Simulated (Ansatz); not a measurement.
`C/C=C(\F)C(F)F` → 4 C• + 3 F• + 5 H•  (atomization)

Isolated molecules relaxed with PBE0-D4/def2-TZVP in Ansatz; ΔE leaves out vibrations. CBS: MP2 limit from def2 TZ/QZ plus the TZ coupled-cluster correction, frozen cores. This one scheme is used for every species, atoms too. For atomizations the MP2-based limit and the directly extrapolated one differ by several kJ/mol either way, and by 10 to 25 for some Ge, Se and Sn compounds, so smaller differences from it don't rank the levels. Functionals use def2-TZVPP. Open shells (•) are unrestricted, without spin–orbit coupling. Spin–orbit coupling would lower the free atoms: a little for C, F. Each species was taken in one conformer, which may not be the lowest.

| level | ΔE (kJ/mol) |
| --- | --- |
| CAM-B3LYP-D4 | 5006.2 |
| ωB97M-V | 4989.7 |
| BLYP | 4942.9 |
| PBE0 | 5002.0 |
| r2SCAN0 | 4887.7 |
| CCSD/def2-SVP | 4704.5 |
| CCSD(T)/def2-TZVPP | 4842.2 |
| HF/CBS(def2) | 3583.2 |

Problem. What does CCSD(T)/CBS give? (Estimate.)

Solution. The calculation gave: +4964.3 kJ/mol. The listed levels differ from it by 41.9, 25.4, -21.4, 37.7, -76.6, -259.8, -122.1, -1381.1 kJ/mol.

Largest T1 diagnostic among the species: 0.012.

From BLYP to BHLYP (50 % exact exchange), in def2-TZVPP and without D4, ΔE moves by −195.2 kJ/mol: exact exchange takes away binding that semilocal exchange gives to molecules. The D4 term adds +33.2 kJ/mol with B3LYP and +17.5 kJ/mol with PBE0; it sums over pairs of atoms, weighted by their polarisabilities, and B3LYP, whose exchange is more repulsive, gets the larger term. Leaving LDA and LC-ωPBE aside and taking each functional with its dispersion term where it has one, the values, not all of them listed here, spread over 387.5 kJ/mol, from BHLYP-D4 to PBE-D4. LDA lies +717.7 kJ/mol from PBE without D4, its usual overbinding.

B3LYP here is the variant with VWN-RPA as its local correlation; programs differ in this.
